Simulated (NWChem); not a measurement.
System: SiH$_{4}$O$_{3}$; SMILES O[SiH](O)O

Input file for NWChem:

```
start job
memory heap 200 mb stack 900 mb global 1100 mb
geometry units angstroms noautosym nocenter noautoz
  Si     0.078014    -0.005280     0.481311
  O     -1.347435     0.197018    -0.344444
  O      0.581544    -1.522466     0.066011
  O      1.254850     1.076008     0.074761
  H     -0.122963     0.191193     1.935265
  H     -1.866809     0.979584    -0.140267
  H     -0.109626    -2.108952    -0.255503
  H      1.677772     0.936128    -0.778436
end
basis spherical
  Si library sto-3g
  O library sto-3g
  H library sto-3g
end
dft
  xc hfexch
  iterations 150
end
property
  shielding
  efieldgrad
end
task dft property
```

Excerpt of the output:

```
             Northwest Computational Chemistry Package (NWChem) 7.3.0
             --------------------------------------------------------

                             Geometry "geometry" -> ""
                             -------------------------

 Output coordinates in angstroms (scale by  1.889725989 to convert to a.u.)

  No.       Tag          Charge          X              Y              Z
 ---- ---------------- ---------- -------------- -------------- --------------
    1 Si                  14.0000     0.07801400    -0.00528000     0.48131100
    2 O                    8.0000    -1.34743500     0.19701800    -0.34444400
    3 O                    8.0000     0.58154400    -1.52246600     0.06601100
    4 O                    8.0000     1.25485000     1.07600800     0.07476100
    5 H                    1.0000    -0.12296300     0.19119300     1.93526500
    6 H                    1.0000    -1.86680900     0.97958400    -0.14026700
    7 H                    1.0000    -0.10962600    -2.10895200    -0.25550300
    8 H                    1.0000     1.67777200     0.93612800    -0.77843600

 Effective nuclear repulsion energy (a.u.)     187.5218951601

  xc_inp: hfexch multiplicative factor not found.
                              NWChem Property Module
                              ----------------------

  itol2e modified to match energy
  convergence criterion.

                                 NWChem DFT Module
                                 -----------------

 Summary of "ao basis" -> "ao basis" (spherical)
 ------------------------------------------------------------------------------
       Tag                 Description            Shells   Functions and Types
 ---------------- ------------------------------  ------  ---------------------
 Si                          sto-3g                  5        9   3s2p
 O                           sto-3g                  3        5   2s1p
 H                           sto-3g                  1        1   1s

  itol2e modified to match energy
  convergence criterion.

            General Information
            -------------------
          SCF calculation type: DFT
          Wavefunction type:  closed shell.
          No. of atoms     :     8
          No. of electrons :    42
           Alpha electrons :    21
            Beta electrons :    21
          Charge           :     0
          Spin multiplicity:     1
          Use of symmetry is: off; symmetry adaption is: off
          Maximum number of iterations: 150
          AO basis - number of functions:    28
                     number of shells:    18
          Convergence on energy requested:  1.00D-07
          Convergence on density requested:  1.00D-05
          Convergence on gradient requested:  5.00D-04

              XC Information
              --------------
                     Hartree-Fock (Exact) Exchange  1.000

      Superposition of Atomic Density Guess
      -------------------------------------

 Sum of atomic energies:        -508.65066281

      Non-variational initial energy
      ------------------------------

 Total energy =    -508.771931
 1-e energy   =   -1084.869320
 2-e energy   =     388.575494
 HOMO         =      -0.229740
 LUMO         =       0.373913

   convergence    iter        energy       DeltaE   RMS-Dens  Diis-err
 ---------------- ----- ----------------- --------- --------- ---------
 d= 0,ls=0.0,diis     1   -509.3772935625 -6.97D+02  3.31D-02  6.34D-01
 d= 0,ls=0.0,diis     2   -509.4916649798 -1.14D-01  5.65D-03  2.25D-02
 d= 0,ls=0.0,diis     3   -509.4956316689 -3.97D-03  1.82D-03  8.60D-04
 d= 0,ls=0.0,diis     4   -509.4958850001 -2.53D-04  2.34D-04  1.15D-05
 d= 0,ls=0.0,diis     5   -509.4958892304 -4.23D-06  7.29D-05  8.18D-07
 d= 0,ls=0.0,diis     6   -509.4958895423 -3.12D-07  1.05D-05  2.54D-08
 d= 0,ls=0.0,diis     7   -509.4958895503 -7.96D-09  3.07D-06  1.41D-09

         Total DFT energy =     -509.495889550301
      One electron energy =    -1083.600556769686
           Coulomb energy =      433.827227158504
    Exchange-Corr. energy =      -47.244455099214
 Nuclear repulsion energy =      187.521895160095

 Numeric. integr. density =        0.000000000000

                       DFT Final Molecular Orbital Analysis
                       ------------------------------------

 Vector   19  Occ=2.000000D+00  E=-3.708748D-01
              MO Center=  1.8D-01, -7.1D-01, -2.5D-02, r^2= 2.4D+00
   Bfn.  Coefficient  Atom+Function         Bfn.  Coefficient  Atom+Function
  ----- ------------  ---------------      ----- ------------  ---------------
    19      0.624127  3 O  pz                17     -0.426304  3 O  px
    14     -0.385070  2 O  pz                23      0.283079  4 O  py
    13      0.272824  2 O  py                22     -0.196753  4 O  px
    12      0.167192  2 O  px                25     -0.117760  5 H  s
    16     -0.108455  3 O  s                  8     -0.103226  1 Si py

 Vector   20  Occ=2.000000D+00  E=-3.522641D-01
              MO Center=  1.2D-01,  5.2D-01, -6.9D-02, r^2= 2.7D+00
   Bfn.  Coefficient  Atom+Function         Bfn.  Coefficient  Atom+Function
  ----- ------------  ---------------      ----- ------------  ---------------
    22      0.583031  4 O  px                12      0.462707  2 O  px
    13      0.420996  2 O  py                24      0.361693  4 O  pz
    19     -0.225330  3 O  pz                14     -0.159443  2 O  pz
    23      0.129821  4 O  py                18      0.119386  3 O  py
    21      0.113289  4 O  s                  7     -0.095624  1 Si px

 Vector   21  Occ=2.000000D+00  E=-3.433159D-01
              MO Center=  4.9D-02, -6.2D-02,  2.4D-01, r^2= 3.1D+00
   Bfn.  Coefficient  Atom+Function         Bfn.  Coefficient  Atom+Function
  ----- ------------  ---------------      ----- ------------  ---------------
    14      0.511803  2 O  pz                19      0.473057  3 O  pz
    23     -0.429319  4 O  py                25     -0.382639  5 H  s
    18     -0.246494  3 O  py                22      0.198762  4 O  px
    24      0.184573  4 O  pz                12      0.170459  2 O  px
     9     -0.097258  1 Si pz                11     -0.082536  2 O  s

 Vector   22  Occ=0.000000D+00  E= 4.590922D-01
              MO Center=  6.1D-02, -1.5D-02,  3.8D-01, r^2= 2.6D+00
   Bfn.  Coefficient  Atom+Function         Bfn.  Coefficient  Atom+Function
  ----- ------------  ---------------      ----- ------------  ---------------
     6      1.067458  1 Si s                 25     -0.582633  5 H  s
    16     -0.461723  3 O  s                 11     -0.445615  2 O  s
    21     -0.445891  4 O  s                 23      0.319658  4 O  py
    17      0.294367  3 O  px                26      0.284730  6 H  s
    27      0.285001  7 H  s                 28      0.255737  8 H  s

 Vector   23  Occ=0.000000D+00  E= 5.125762D-01
              MO Center= -8.8D-03, -2.1D-01,  3.0D-01, r^2= 2.2D+00
   Bfn.  Coefficient  Atom+Function         Bfn.  Coefficient  Atom+Function
  ----- ------------  ---------------      ----- ------------  ---------------
     8      0.803912  1 Si py                16      0.581534  3 O  s
     7     -0.564330  1 Si px                27     -0.437582  7 H  s
    11     -0.375548  2 O  s                  9     -0.320338  1 Si pz
    17     -0.313737  3 O  px                12     -0.305111  2 O  px
     4     -0.233829  1 Si py                14     -0.234552  2 O  pz

 Vector   24  Occ=0.000000D+00  E= 5.336938D-01
              MO Center=  6.5D-02,  2.3D-01,  1.7D-01, r^2= 2.7D+00
   Bfn.  Coefficient  Atom+Function         Bfn.  Coefficient  Atom+Function
  ----- ------------  ---------------      ----- ------------  ---------------
     7      0.735832  1 Si px                21     -0.628509  4 O  s
     8      0.610005  1 Si py                11      0.527072  2 O  s
    28      0.487469  8 H  s                 26     -0.454438  6 H  s
    23      0.325967  4 O  py                14      0.277826  2 O  pz
     3     -0.213781  1 Si px                18      0.200652  3 O  py

     Multipole analysis of the density
     ---------------------------------

     L   x y z        total         alpha         beta         nuclear
     -   - - -        -----         -----         ----         -------
     0   0 0 0     -0.000000    -21.000000    -21.000000     42.000000

     1   1 0 0     -0.494186     -4.576684     -4.576684      8.659182
     1   0 1 0      0.091448      2.002995      2.002995     -3.914543
     1   0 0 1     -0.090548     -5.591655     -5.591655     11.092761

[...]

          -----------------------------------------
          Chemical Shielding Tensors (GIAO, in ppm)
          -----------------------------------------

                                NWChem CPHF Module
                                ------------------

  scftype          =     RHF
  nclosed          =       21
  nopen            =        0
  variables        =      147
  # of vectors     =        3
  tolerance        = 0.10D-03
  level shift      = 0.00D+00
  max iterations   =       50
  max subspace     =       30

 SCF residual:    1.1272332669534103E-005

Iterative solution of linear equations
  No. of variables      147
  No. of equations        3
  Maximum subspace       30
        Iterations       50
       Convergence  1.0D-04

   iter   nsub   residual    time
   ----  ------  --------  ---------
     1      3    7.26D-01       2.4
     2      6    7.50D-02       2.6
     3      9    1.10D-02       2.8
     4     12    2.92D-03       3.0
     5     15    7.10D-04       3.1
     6     18    8.24D-05       3.2

      Atom:    1  Si
        Diamagnetic
    867.5288      0.2866      0.7781
      0.2866    867.2903     -0.0642
      0.7781     -0.0642    861.4421

        Paramagnetic
   -274.2682     -0.2858      7.6681
     -0.2858   -266.7378    -11.2248
      7.6681    -11.2248   -319.4879

        Total Shielding Tensor
    593.2606      0.0007      8.4462
      0.0007    600.5524    -11.2890
      8.4462    -11.2890    541.9542

           isotropic =     578.5891
          anisotropy =      36.5113

          Principal Components and Axis System
                 1           2           3
              602.9299    594.2449    538.5924

      1        -0.1771      0.9727     -0.1503
      2         0.9631      0.2027      0.1772
      3        -0.2028      0.1133      0.9726

      Atom:    2  O
        Diamagnetic
    394.4131    -13.6209     13.0019
    -13.6209    377.6053      2.9910
     13.0019      2.9910    369.9949

        Paramagnetic
    -24.4726      9.1406    -51.3441
      9.1406    136.9921     30.6911
    -51.3441     30.6911     68.0501

        Total Shielding Tensor
    369.9405     -4.4803    -38.3422
     -4.4803    514.5974     33.6821
    -38.3422     33.6821    438.0450

           isotropic =     440.8610
          anisotropy =     132.8503

          Principal Components and Axis System
                 1           2           3
              529.4279    441.0631    352.0919

      1        -0.1187     -0.4154      0.9019
      2         0.9145     -0.3996     -0.0637
      3         0.3869      0.8172      0.4273

      Atom:    3  O
        Diamagnetic
    376.6009     -0.6765      2.8064
     -0.6765    399.8229     13.0204
      2.8064     13.0204    363.4695

        Paramagnetic
    149.8697     48.2866     31.3131
     48.2866    -20.7848    -23.3749
     31.3131    -23.3749     74.3766

        Total Shielding Tensor
    526.4707     47.6101     34.1195
     47.6101    379.0380    -10.3545
     34.1195    -10.3545    437.8461

           isotropic =     447.7850
          anisotropy =     151.3339

          Principal Components and Axis System
                 1           2           3
              548.6742    434.9206    359.7601

      1         0.9327     -0.1779     -0.3138
      2         0.2456     -0.3238      0.9137
      3         0.2642      0.9292      0.2583

      Atom:    4  O
        Diamagnetic
    383.0827     16.2357    -14.8275
     16.2357    377.1652     -1.8185
    -14.8275     -1.8185    380.0062

        Paramagnetic
     22.8800    -69.4928     12.9449
    -69.4928     48.3325     46.1347
     12.9449     46.1347    116.4228

        Total Shielding Tensor
    405.9627    -53.2572     -1.8826
    -53.2572    425.4976     44.3163
     -1.8826     44.3163    496.4290

           isotropic =     442.6298
          anisotropy =     121.9010

          Principal Components and Axis System
                 1           2           3
              523.8971    448.0036    355.9886

      1        -0.2408     -0.6613      0.7104
      2         0.5039      0.5404      0.6738
      3         0.8295     -0.5203     -0.2031

      Atom:    5  H
        Diamagnetic
     27.8177     -0.2761     -1.8401
     -0.2761     27.5346      1.7703
     -1.8401      1.7703     40.9167

        Paramagnetic
     -0.5477      0.4908      0.5024
      0.4908     -0.4391     -0.8429
      0.5024     -0.8429     -3.2509

        Total Shielding Tensor
     27.2700      0.2147     -1.3377
      0.2147     27.0955      0.9274
     -1.3377      0.9274     37.6659

           isotropic =      30.6771
          anisotropy =      10.8480

          Principal Components and Axis System
                 1           2           3
               37.9091     27.3918     26.7304

      1        -0.1227      0.7492     -0.6508
      2         0.0824      0.6612      0.7456
      3         0.9890      0.0379     -0.1429

      Atom:    6  H
        Diamagnetic
     34.6789    -11.3641      0.4985
    -11.3641     35.0358      2.1538
      0.4985      2.1538     22.8262

        Paramagnetic
      3.1162      1.8098     -1.0167
      1.8098      6.6534      0.9509
     -1.0167      0.9509      6.0784

        Total Shielding Tensor
     37.7951     -9.5544     -0.5182
     -9.5544     41.6892      3.1047
     -0.5182      3.1047     28.9045

           isotropic =      36.1296
          anisotropy =      20.5827

          Principal Components and Axis System
                 1           2           3
               49.8514     30.9775     27.5598

      1        -0.6192      0.7026     -0.3505
      2         0.7743      0.4725     -0.4209
      3         0.1301      0.5320      0.8367

      Atom:    7  H
        Diamagnetic
     30.5594      7.6765      4.3706
      7.6765     37.8442      6.5592
      4.3706      6.5592     23.4627

        Paramagnetic
      7.8572     -0.4139      0.5030
     -0.4139      2.6493     -1.3539
      0.5030     -1.3539      5.4700

        Total Shielding Tensor
     38.4166      7.2626      4.8736
      7.2626     40.4935      5.2053
      4.8736      5.2053     28.9327

           isotropic =      35.9476
          anisotropy =      20.0084

          Principal Components and Axis System
                 1           2           3
               49.2865     32.1297     26.4265

      1         0.6223      0.7417     -0.2502
      2         0.7096     -0.6694     -0.2198
      3         0.3305      0.0408      0.9429

      Atom:    8  H
        Diamagnetic
     30.2081      2.6860    -10.8902
      2.6860     24.2190     -0.2470
    -10.8902     -0.2470     37.5454

        Paramagnetic
      4.3625     -1.2477      1.3785
     -1.2477      5.7474      1.4994
      1.3785      1.4994      5.0947

        Total Shielding Tensor
     34.5705      1.4383     -9.5116
      1.4383     29.9664      1.2524
     -9.5116      1.2524     42.6401

           isotropic =      35.7257
          anisotropy =      19.8225

          Principal Components and Axis System
                 1           2           3
               48.9407     31.1889     27.0475

      1        -0.5510      0.4602      0.6962
      2         0.0133      0.8390     -0.5440
      3         0.8344      0.2905      0.4684
```

Level: Hartree-Fock/STO-3G, GIAO. STO-3G and 3-21G are far too small for this property and stand as cheap habits. Structure relaxed at the PBE0/def2-SVP level. NWChem prints the field gradient with the sign opposite to the second derivative of the potential. The printed shielding anisotropy is the first printed principal value minus the mean of the other two.
